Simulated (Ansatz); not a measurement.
The cluster GeO2⁻. Charge -1, multiplicity 4. Geometry PBE-D4/def2-TZVPD.

```xyz
3

Ge   -0.5697    0.4851    0.1360
O     1.1844    0.8285   -0.1198
O    -0.6147   -1.3135   -0.0162
```

B3LYP takes the VWN-RPA correlation. At PBE-D4/def2-TZVPD, r2SCAN-D4/def2-TZVPD, B3LYP-D4/def2-TZVPD, r2SCAN0-D4/def2-TZVPD the highest occupied level of the charge -1 quartet lies above zero (up to 2.35 eV). It is a level of α spin, whose loss leaves a triplet; that state wasn't run at this geometry and level. The electron is either unbound and held by the finite basis, or the level is raised by self-interaction error. At PBE0-D4/def2-TZVPD a doublet of charge -1 lies 3.30 eV below the quartet, each at its own geometry. The structure comes from a short search, and lower isomers may exist.

Problem. Estimate the α-spin orbital energies around the gap (eV) in Ansatz with HF/def2-TZVPD, PBE-D4/def2-TZVPD, r2SCAN-D4/def2-TZVPD, B3LYP-D4/def2-TZVPD, r2SCAN0-D4/def2-TZVPD.

Solution. 
```json
{"orbital": "HOMO−9", "HF/def2-TZVPD": "-31.19", "PBE-D4/def2-TZVPD": "-18.07", "r2SCAN-D4/def2-TZVPD": "-19.61", "B3LYP-D4/def2-TZVPD": "-20.78", "r2SCAN0-D4/def2-TZVPD": "-22.68"}
{"orbital": "HOMO−8", "HF/def2-TZVPD": "-30.49", "PBE-D4/def2-TZVPD": "-17.33", "r2SCAN-D4/def2-TZVPD": "-18.90", "B3LYP-D4/def2-TZVPD": "-20.06", "r2SCAN0-D4/def2-TZVPD": "-21.98"}
{"orbital": "HOMO−7", "HF/def2-TZVPD": "-13.20", "PBE-D4/def2-TZVPD": "-6.46", "r2SCAN-D4/def2-TZVPD": "-6.88", "B3LYP-D4/def2-TZVPD": "-7.91", "r2SCAN0-D4/def2-TZVPD": "-8.58"}
{"orbital": "HOMO−6", "HF/def2-TZVPD": "-12.22", "PBE-D4/def2-TZVPD": "-3.69", "r2SCAN-D4/def2-TZVPD": "-4.30", "B3LYP-D4/def2-TZVPD": "-5.41", "r2SCAN0-D4/def2-TZVPD": "-6.59"}
{"orbital": "HOMO−5", "HF/def2-TZVPD": "-11.87", "PBE-D4/def2-TZVPD": "-3.59", "r2SCAN-D4/def2-TZVPD": "-4.27", "B3LYP-D4/def2-TZVPD": "-5.39", "r2SCAN0-D4/def2-TZVPD": "-6.48"}
{"orbital": "HOMO−4", "HF/def2-TZVPD": "-10.17", "PBE-D4/def2-TZVPD": "-2.64", "r2SCAN-D4/def2-TZVPD": "-3.13", "B3LYP-D4/def2-TZVPD": "-4.29", "r2SCAN0-D4/def2-TZVPD": "-5.08"}
{"orbital": "HOMO−3", "HF/def2-TZVPD": "-9.79", "PBE-D4/def2-TZVPD": "-2.46", "r2SCAN-D4/def2-TZVPD": "-3.11", "B3LYP-D4/def2-TZVPD": "-4.14", "r2SCAN0-D4/def2-TZVPD": "-4.98"}
{"orbital": "HOMO−2", "HF/def2-TZVPD": "-9.50", "PBE-D4/def2-TZVPD": "-1.77", "r2SCAN-D4/def2-TZVPD": "-2.28", "B3LYP-D4/def2-TZVPD": "-3.52", "r2SCAN0-D4/def2-TZVPD": "-4.31"}
{"orbital": "HOMO−1", "HF/def2-TZVPD": "-5.18", "PBE-D4/def2-TZVPD": "-1.37", "r2SCAN-D4/def2-TZVPD": "-1.73", "B3LYP-D4/def2-TZVPD": "-2.39", "r2SCAN0-D4/def2-TZVPD": "-2.74"}
{"orbital": "HOMO", "HF/def2-TZVPD": "-0.64", "PBE-D4/def2-TZVPD": "2.35", "r2SCAN-D4/def2-TZVPD": "2.16", "B3LYP-D4/def2-TZVPD": "1.71", "r2SCAN0-D4/def2-TZVPD": "1.37"}
{"orbital": "LUMO", "HF/def2-TZVPD": "5.54", "PBE-D4/def2-TZVPD": "3.92", "r2SCAN-D4/def2-TZVPD": "4.49", "B3LYP-D4/def2-TZVPD": "4.24", "r2SCAN0-D4/def2-TZVPD": "4.74"}
{"orbital": "LUMO+1", "HF/def2-TZVPD": "6.10", "PBE-D4/def2-TZVPD": "4.09", "r2SCAN-D4/def2-TZVPD": "4.53", "B3LYP-D4/def2-TZVPD": "4.54", "r2SCAN0-D4/def2-TZVPD": "5.01"}
{"orbital": "LUMO+2", "HF/def2-TZVPD": "6.81", "PBE-D4/def2-TZVPD": "4.38", "r2SCAN-D4/def2-TZVPD": "4.89", "B3LYP-D4/def2-TZVPD": "4.88", "r2SCAN0-D4/def2-TZVPD": "5.38"}
{"orbital": "LUMO+3", "HF/def2-TZVPD": "7.22", "PBE-D4/def2-TZVPD": "5.18", "r2SCAN-D4/def2-TZVPD": "5.72", "B3LYP-D4/def2-TZVPD": "5.51", "r2SCAN0-D4/def2-TZVPD": "5.98"}
{"orbital": "LUMO+4", "HF/def2-TZVPD": "7.51", "PBE-D4/def2-TZVPD": "5.54", "r2SCAN-D4/def2-TZVPD": "6.12", "B3LYP-D4/def2-TZVPD": "5.92", "r2SCAN0-D4/def2-TZVPD": "6.47"}
{"orbital": "LUMO+5", "HF/def2-TZVPD": "7.95", "PBE-D4/def2-TZVPD": "5.65", "r2SCAN-D4/def2-TZVPD": "6.15", "B3LYP-D4/def2-TZVPD": "6.08", "r2SCAN0-D4/def2-TZVPD": "6.48"}
{"orbital": "β HOMO", "HF/def2-TZVPD": "-3.94", "PBE-D4/def2-TZVPD": "-1.04", "r2SCAN-D4/def2-TZVPD": "-1.37", "B3LYP-D4/def2-TZVPD": "-2.33", "r2SCAN0-D4/def2-TZVPD": "-2.30"}
{"orbital": "β LUMO", "HF/def2-TZVPD": "5.38", "PBE-D4/def2-TZVPD": "-0.48", "r2SCAN-D4/def2-TZVPD": "-0.03", "B3LYP-D4/def2-TZVPD": "0.48", "r2SCAN0-D4/def2-TZVPD": "1.41"}
```
